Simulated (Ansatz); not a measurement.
Compare A (`OCBCl`) with its isomer B (`COBCl`).

Calculated with Ansatz (gas phase, PBE0-D4/def2-TZVP geometries, no zero-point term in ΔE). CBS: MP2 limit from def2 TZ/QZ plus the TZ coupled-cluster correction, frozen cores. Functionals use def2-TZVPP. Each species was taken in one conformer, which may not be the lowest.

A:

```xyz
8

O     1.143   -0.639   -0.886
C     0.638    0.156    0.156
B    -0.895    0.245    0.363
Cl   -1.974   -0.645   -0.687
H     0.401   -1.048   -1.341
H     1.002    1.193    0.048
H     1.064   -0.170    1.121
H    -1.381    0.907    1.226
```

B:

```xyz
8

C     0.874    0.191    0.687
O    -0.394   -0.380    0.419
B    -0.998   -0.228   -0.760
Cl   -2.570   -0.975   -0.992
H     1.570   -0.610    0.942
H     1.253    0.744   -0.176
H     0.780    0.864    1.540
H    -0.513    0.394   -1.659
```

**Question.** Which isomer does CCSD(T)/CBS put lower? Give the gap. (Estimate.)

**Answer.** The calculation gave: B, by 33.0 kcal/mol.

**Question.** Give E(B) − E(A) in kcal/mol with LDA (SPW92), CCSD/def2-TZVPP, PBE-D4, BLYP-D4, CCSD(T)/def2-TZVPP, PBE0-D4, ωB97M-V. (Best estimate.)

**Answer.** Computed: LDA (SPW92) -31.2, CCSD/def2-TZVPP -33.9, PBE-D4 -31.3, BLYP-D4 -33.5, CCSD(T)/def2-TZVPP -33.7, PBE0-D4 -31.7, ωB97M-V -32.9. None reverses the order clearly.

**Question.** Does the order hold for the free energy at 298.15 K (harmonic terms from PBE0-D4)? (An estimate is asked.)

**Answer.** The calculation gave: Yes: G(B) − G(A) = -31.8 kcal/mol, for one conformer each.

Largest T1 diagnostic: 0.012.

At CCSD(T), def2-SVP lies −4.9 kcal/mol from the extrapolated value and def2-TZVPP −0.7 kcal/mol. In def2-TZVPP, CCSD(T) changes the Hartree–Fock value by +2.5 kcal/mol (the triples alone add +0.1 kcal/mol) and MP2 by +2.2 kcal/mol.
